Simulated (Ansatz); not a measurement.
Cost and result for the atomization energy of `[CH3][SnH2][CH2][SiH3]` (14 atoms, 13 bonds).

Cartesian coordinates in Å:
```
C -0.773 -2.056 0.241
Sn -0.460 -0.525 -1.220
C 0.986 0.889 -0.479
Si 0.477 1.724 1.105
H 0.171 -2.554 0.465
H -1.166 -1.619 1.159
H -1.482 -2.795 -0.132
H -1.926 0.298 -1.546
H 0.132 -1.209 -2.676
H 1.926 0.349 -0.335
H 1.152 1.634 -1.261
H 1.500 2.694 1.588
H 0.266 0.712 2.178
H -0.803 2.459 0.914
```

Charge 0, multiplicity 1. Correlated methods include outer-core shells of Sn, which these sets cover unevenly. Sn takes the def2 core potential. The structure was optimised at the PBE0-D4/def2-TZVP level. It is one conformer, not always the lowest. Program: Ansatz. All runs use 2 threads of an AMD EPYC 7R13 on a shared host and a share of an NVIDIA H100 80 GB. Times are those of one run each, without the atoms' runs, and a repeat can differ threefold. Electronic energies, without spin–orbit coupling; frozen cores. CCSD(T)/CBS adds CCSD(T) − MP2 in def2-TZVPP to the MP2 limit, and its time is that of the two runs behind it. T1 = 0.011. With those shells the extrapolation isn't a true limit. B3LYP takes the VWN-RPA correlation (the form of Gaussian; ORCA's B3LYP/G).

CCSD(T)/CBS is a level of theory with its own doubt, some kJ/mol a heavy atom from the limit and from the frozen cores, so smaller differences don't rank the functionals.

| level | functions | wall time | atomization (kJ/mol) | difference from CCSD(T)/CBS | per bond |
| --- | --- | --- | --- | --- | --- |
| PBE-D4/def2-TZVPP (with forces) | 294 | 1.8 s | 4481.4 | -35.1 | -2.7 |
| B3LYP-D4/def2-TZVPP (with forces) | 294 | 1.9 s | 4484.6 | -31.9 | -2.5 |
| PBE0-D4/def2-TZVPP | 294 | 2 s | 4464.2 | -52.3 | -4.0 |
| r2SCAN-D4/def2-TZVPP (with forces) | 294 | 2.1 s | 4484.9 | -31.6 | -2.4 |
| ωB97X-V/def2-TZVPP | 294 | 2.2 s | 4518.1 | 1.6 | 0.1 |
| B2PLYP/def2-TZVPP | 294 | 2.7 s | 4430.2 | -86.3 | -6.6 |
| ωB97M-V/def2-TZVPP (with forces) | 294 | 3.7 s | 4495.9 | -20.6 | -1.6 |
| CCSD(T)/def2-TZVPP | 294 | 3.7 s | 4416.7 | -99.8 | -7.7 |
| MP2/def2-QZVPP | 566 | 3.8 s | 4443.6 | -72.9 | -5.6 |
| CCSD(T)/CBS(def2) | – | 7.5 s | 4516.5 | 0.0 | 0.0 |

In def2-TZVPP, CCSD(T) changes the Hartree–Fock value by +1026.1 kJ/mol (the triples alone add +45.9 kJ/mol) and MP2 by +993.7 kJ/mol; breaking electron pairs costs correlation energy, which Hartree–Fock lacks. From PBE to PBE0 (25 % exact exchange), in def2-TZVPP and without D4, the atomization energy moves by −13.0 kJ/mol: exact exchange takes away binding that semilocal exchange gives to molecules. The D4 term adds +48.3 kJ/mol with B3LYP and +25.7 kJ/mol with PBE0; it sums over pairs of atoms, weighted by their polarisabilities, and B3LYP, whose exchange is more repulsive, gets the larger term.

Spin–orbit coupling would lower the free Sn atoms strongly, and the atomization energy with them, by more than many differences here. For some Ge, Se and Sn compounds the MP2-based and the directly extrapolated limit differ by 10 to 25 kJ/mol.
